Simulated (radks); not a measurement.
Question: Te40+, 12 electrons, occupied as [Ne] 3s2. All-electron calculation, Dirac Kohn-Sham, BLYP, spin-unpolarised, spherical densities, finite nucleus; Fermi nuclear charge, rms radius 4.7423 fm. Program: a radial shooting solver on a logarithmic mesh with Libxc functionals. Some entries of the table are withheld. Estimate them.

orbital,occ.,eigenvalue (eV),r(max) (bohr),<r^2> (bohr^2)
1s1/2,2,(1),0.01793,0.001046
2s1/2,2,-7258.016,0.1006,0.01626
2p1/2,2,-6988.716,0.07716,0.01197
2p3/2,4,-6703.827,0.08174,0.01316
3s1/2,2,-2928.184,0.2698,0.09145
3p1/2,0,(2),0.2535,0.08343
3p3/2,0,(3),0.2616,0.08819
3d3/2,0,-2632.455,0.2034,0.06610
3d5/2,0,-2614.730,0.2057,0.06735
4s1/2,0,-1578.142,(4),0.3165

Answer: 
(1) 1s1/2 eigenvalue (eV): -34167.97
(2) 3p1/2 eigenvalue (eV): -2834.433
(3) 3p3/2 eigenvalue (eV): -2761.149
(4) 4s1/2 r(max) (bohr): 0.5354
